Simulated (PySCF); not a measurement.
Cartesian coordinates (Å):
```xyz
13

Zr     0.0853    -0.0155    -0.1423
N     -1.3389     1.1546     0.7751
H     -2.1292     1.5702     0.2653
H     -1.4772     1.3489     1.7729
N      1.4838     1.1776    -1.0691
H      1.4566     2.1846    -1.2628
H      2.4173     0.8359    -1.3318
N     -0.8507    -1.2108    -1.5335
H     -1.7551    -1.6664    -1.3556
H     -0.6006    -1.3914    -2.5120
N      1.0481    -1.1718     1.2634
H      0.9652    -2.1761     1.4556
H      1.8081    -0.8056     1.8512
```
Charge 0, multiplicity 1.

### Question
Estimate the dipole moment, LUMO, HOMO–LUMO gap, total energy, HOMO and charge on the central atom (Mulliken) that TPSSh-D3(BJ)/def2-TZVP // PBE-D3(BJ)/def2-SVP run with PySCF returns for this input.

### Answer

```json
{
 "dipole_moment": "0.02 D",
 "LUMO": "-0.35 eV",
 "HOMO–LUMO gap": "5.58 eV",
 "total_energy": "-7378.02 eV",
 "HOMO": "-5.93 eV",
 "charge on the central atom (Mulliken)": "1.72 e"
}
```
